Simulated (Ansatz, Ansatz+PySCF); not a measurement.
```xyz
5

Si    0.0000    0.0000    0.0000
F     0.8426    0.8426    0.8426
F     0.8426   -0.8426   -0.8426
F    -0.8426    0.8426   -0.8426
F    -0.8426   -0.8426    0.8426
```

RHF-MP2 on singlet SiF4 was run in several spherical basis sets with Ansatz (development build ahead of 0.2.0). Frozen core: 9 orbitals. Caution for RHF-MP2: no unrestricted run beside it, a lower state can exist.

Task: Rank the basis sets by the total energy that they give, lowest first, with the distance from the lowest.
A. def2-TZVP
B. 6-31G(d)
C. def2-SVP
D. cc-pVTZ
E. cc-pVDZ

Result: A (0.00 eV), D (0.79 eV), E (15.04 eV), B (16.21 eV), C (25.84 eV).

Totals follow the description of the cores as much as that of the bonds, so this order isn't one of quality for chemistry.
